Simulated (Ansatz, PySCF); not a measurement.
Gas-phase reaction (SMILES): Br[SiH2]Br [dibromosilane] → Br[SiH]Br + H atom; the H-Si bond at the site shown breaks (other sites are not compared here).

Each molecule is optimised on its own at B3LYP-D3(BJ)/def2-TZVP (Ansatz, a first-principles code). Valence correlation only, unless marked. UHF or UKS for open shells. No spin-orbit coupling. The frozen core is the preceding noble-gas configuration, with the filled d and f shells of earlier blocks. No relativistic terms. CBS(X,Y): correlation extrapolated as X^-3; Hartree-Fock from the larger set. Thermal terms are rigid-rotor harmonic-oscillator values from B3LYP-D3(BJ) frequencies (Ansatz or PySCF) at 298.15 K and 1 atm. 1 Eh = 627.5095 kcal/mol. Atoms have translation alone.

```
species     E, CCSD(T)/CBS(def2-TZVPPD,def2-QZVPPD) (Ansatz) (Eh)  E, wB97X-V/def2-TZVPD (Ansatz) (Eh)  H - E (Eh)
----------  -----------------------------------------------------  -----------------------------------  ----------
Br[SiH2]Br                                            -5435.73038                          -5438.59006     0.02495
Br[SiH]Br                                             -5435.07893                          -5437.93902     0.01544
H atom                                                   -0.49998                             -0.50049     0.00236
```

Q: Work out ΔE and ΔH at 298.15 K at the first level, then ΔH at the second.

A: 
1. ΔE = [(-5435.07893) + (-0.49998)] - [(-5435.73038)] = 0.15147 Eh = 95.0 kcal/mol at CCSD(T)/CBS(def2-TZVPPD,def2-QZVPPD).
2. The terms H - E add up to -0.00715 Eh, so ΔH = (0.15147 + (-0.00715))×627.5095 = 90.6 kcal/mol.
3. At wB97X-V/def2-TZVPD the same steps give ΔE = 94.5 and ΔH = 90.0 kcal/mol, a shift of -0.6 from the first level.
4. These values are not checked against measurement here, since the tables used lack a sound gas-phase enthalpy of formation for at least one species.
